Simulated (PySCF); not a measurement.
Spin states and ions at one geometry of [Pb(CH3)]+

PySCF 2.14.0, RKS B3LYP, Pb def2-SVP with ECP60, C def2-SVP, H def2-SVP; non-relativistic Hamiltonian with scalar-relativistic core potentials where named; density fitting; no spin-orbit coupling; singlets restricted, open shells unrestricted. The geometry is relaxed for charge +1, singlet, vacuum:

```xyz
5

Pb    0.0000    0.0000   -0.0458
C     0.0000    0.0000    2.2142
H    -1.0384    0.0000    2.5903
H     0.5192   -0.8993    2.5903
H     0.5192    0.8993    2.5903
```

Energies count from the relaxed state; an electron taken off or put on is at rest in vacuum. Charges and spins are Mulliken's.

```tsv
state	energy (eV)	spin squared	charge on Pb1 (e)	spin on Pb1 (e)	dipole about the centre of mass (D)
charge +1, singlet, vacuum	0.00	0.00	1.02	0.00	0.66
charge +2, doublet, vacuum	14.95	0.75	1.58	0.38	3.93
charge 0, doublet, vacuum	-6.44	0.75	0.19	1.02	0.05
```

Problem. What does the state charge +1, triplet, vacuum give?

Solution. energy (eV) 2.25, spin squared 2.00, charge on Pb1 (e) 0.73, spin on Pb1 (e) 1.35, dipole about the centre of mass (D) 2.96.

With an electron taken off (doublet) the charges change, summed by element, by Pb +0.55 e, C +0.11 e, H +0.34 e. The vertical ionisation energy is 14.95 eV, against −ε(HOMO) = 12.38 eV of the relaxed state. The level lies 2.6 eV too high, as is usual for semilocal functionals and global hybrids, which keep a self-interaction error.

With an electron put on (doublet) the charges change, summed by element, by Pb -0.83 e, C +0.05 e, H -0.22 e. The vertical electron affinity is 6.44 eV, against −ε(LUMO) = 8.81 eV of the relaxed state.

Open shells may have lower solutions than those found.
